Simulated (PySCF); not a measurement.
Gas-phase reaction: CH3GeH3 + C2H6 + C = Ge(CH3)4

Method: PySCF energies plus ideal-gas RRHO corrections (1 bar). † marks an energy on the PBE0/def2-TZVP geometry and frequencies; other levels use their own. CCSD(T) freezes the core. Open shells (unrestricted): C (multiplicity 3); the rest are closed-shell singlets. Spin-orbit splitting is ignored; it lowers the true energy and changes the entropy of C. Ge: all electrons, no relativistic terms. CCSD(T) isn't extrapolated to the basis-set limit.

```
level              ΔH°(298 K), kJ
-----------------  --------------
CCSD(T)/def2-SVP†            -725
HF/def2-TZVP†                -552
PBE/def2-TZVP†                ___
PBE0/def2-TZVP                ___
r2SCAN/def2-TZVP†            -785
```

Question: Some entries are withheld; supply them.

Answer: 
- PBE/def2-TZVP†, ΔH°(298 K), kJ: -804
- PBE0/def2-TZVP, ΔH°(298 K), kJ: -791
